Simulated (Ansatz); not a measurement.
octasulfur (S8), singlet, geometry from GFN2-xTB. Base run: CCSD/6-31G (Ansatz, a quantum-chemistry and plane-wave program).

The Ansatz input:
Ansatz 0.2 input:
```yaml
crystal:
  periodic: [false, false, false]
  atoms:
    - {symbol: S, position_ang: [1.75411790, -1.78962887, 0.07332880]}
    - {symbol: S, position_ang: [1.52958456, -0.06385551, 1.13564303]}
    - {symbol: S, position_ang: [1.91565693, 1.61650911, 0.04727578]}
    - {symbol: S, position_ang: [0.12771566, 2.07563782, -0.95606029]}
    - {symbol: S, position_ang: [-1.36295301, 1.78306853, 0.41879447]}
    - {symbol: S, position_ang: [-2.36887737, 0.11051203, -0.23977795]}
    - {symbol: S, position_ang: [-1.52527058, -1.63948521, 0.44497305]}
    - {symbol: S, position_ang: [-0.06997411, -2.09275791, -0.92417688]}
basis:
  gaussian:
    orbitals: 6-31G
magnetization: {spin_polarized: false}
correlation: {method: ccsd}
```

The base run was repeated with changes; each row names its change, and settings that it needs were set with it.

```csv
change,ΔE vs base (kcal/mol),MP2 correlation (Eh),CC correlation without the perturbative part (Eh),basis functions,core-seconds (rough)
base,0.000,-0.42683,-0.47630,104,10
lower_state_search = off,0.000,-0.42683,-0.47630,104,8
method = bccd_t,-10.56,-0.42683,-0.47402,104,10
method = rpa,…,-,-,104,7
accuracy = high,-0.009,-0.42683,-0.47630,104,30
"fitting = cc-pVTZ-JKFIT (mean field), cc-pVTZ-RIFIT (correlation)",0.198,-0.42678,-0.47628,104,10
method = ccsd_t,-10.59,-0.42683,-0.47630,104,10
reference functional = pbe0,…,-,…,104,10
method = mp2,…,-0.42683,-,104,7
electrons = outside_noble_gas,0.000,-0.42683,-0.47630,104,10
```

**Question.** Fill in the missing entries.

**Answer.** 
- method = rpa, ΔE vs base (kcal/mol): 10.34
- reference functional = pbe0, ΔE vs base (kcal/mol): 7.47
- reference functional = pbe0, CC correlation without the perturbative part (Eh): -0.50724
- method = mp2, ΔE vs base (kcal/mol): 31.05
